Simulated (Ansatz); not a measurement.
Heat of formation of BrF (bromine fluoride) from total energies

BrF: 2 atoms, total charge 0, spin state singlet. SMILES: `FBr`. Geometry: relaxed at PBE0-D4/def2-TZVP.

| atom | x (Å) | y (Å) | z (Å) |
| --- | --- | --- | --- |
| F | 0.0000 | 0.0000 | 0.0232 |
| Br | 0.0000 | 0.0000 | 1.7767 |

Total energies at PBE-QIDH/cc-pVTZ, 10 core orbitals frozen (Ansatz 0.2.0); the atoms run unrestricted:

| species | state | energy (Eh) |
| --- | --- | --- |
| BrF | singlet | -2673.281491 |
| F | doublet | -99.660309 |
| Br | doublet | -2573.531452 |

Harmonic wavenumbers at PBE0-D4/def2-TZVP, in cm⁻¹: 701.

Measured heats of formation of the gaseous atoms at 298.15 K, in kJ/mol: F 79.4, Br 111.9. Spin-orbit lowering of the atoms at 298 K (mean of the ground term's levels less their thermal mean, from spectra), in kJ/mol: F 1.29, Br 14.69. Take 1 Eh = 2625.50 kJ/mol, 1 cm⁻¹ = 0.0119627 kJ/mol, RT = 2.479 kJ/mol.

Q: Work out the heat of formation of the gas at 298 K.

A: 
1. Electronic atomisation energy: (-99.660309) + (-2573.531452) − (-2673.281491) = 0.089730 Eh = 235.6 kJ/mol.
2. Zero-point energy: half the sum of the wavenumbers, 350.5 cm⁻¹ = 4.2 kJ/mol.
3. Thermal vibrational enthalpy, Σ hcν̃/(exp(hcν̃/kT) − 1): 0.3 kJ/mol. Translation, rotation and pV of a linear molecule: 3.5 RT = 8.7 kJ/mol.
4. The 2 free atoms carry 5/2 RT each: 12.4 kJ/mol.
5. Spin-orbit coupling lowers the free atoms by 1.29 + 14.69 = 16.0 kJ/mol.
6. Atomisation enthalpy at 298 K: 235.6 − 16.0 − 4.2 − 0.3 − 8.7 + 12.4 = 218.8 kJ/mol.
7. Sum of the atoms' heats of formation: 191.3 kJ/mol. Heat of formation: 191.3 − 218.8 = -27.5 kJ/mol.

No measured value is set beside it here. Relativity is left out. Anharmonicity and any spin-orbit splitting of the molecule are left out, and so is core correlation.
